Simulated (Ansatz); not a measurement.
Na4Li was relaxed with PBE (def2-TZVP) in Ansatz in these states: neutral doublet, neutral quartet. The geometries follow in no particular order.

A:

```xyz
5

Li   -0.726   -0.041    0.443
Na   -2.567    1.767   -1.410
Na    0.714    1.131   -2.158
Na    0.256   -1.880    2.854
Na    2.322   -0.978    0.270
```

B:

Cartesian coordinates in Å:
```
Li 0.369 -1.280 1.318
Na 2.610 0.296 -0.351
Na -0.169 2.049 0.616
Na -0.227 -0.695 -2.022
Na -2.583 -0.371 0.438
```

Judge from the bond lengths which geometry belongs to which state (an estimate).

A is the neutral doublet (Li1–Na4 3.187 Å, Li1–Na3 3.195 Å, Na3–Na5 3.595 Å); B is the neutral quartet (Li1–Na4 3.443 Å, Li1–Na3 3.444 Å, Na3–Na5 3.423 Å).

At PBE0/def2-TZVP a doublet lies 0.36 eV below the neutral quartet. These are the stationary points nearest to one start from a short search; other shapes may lie lower in each state.
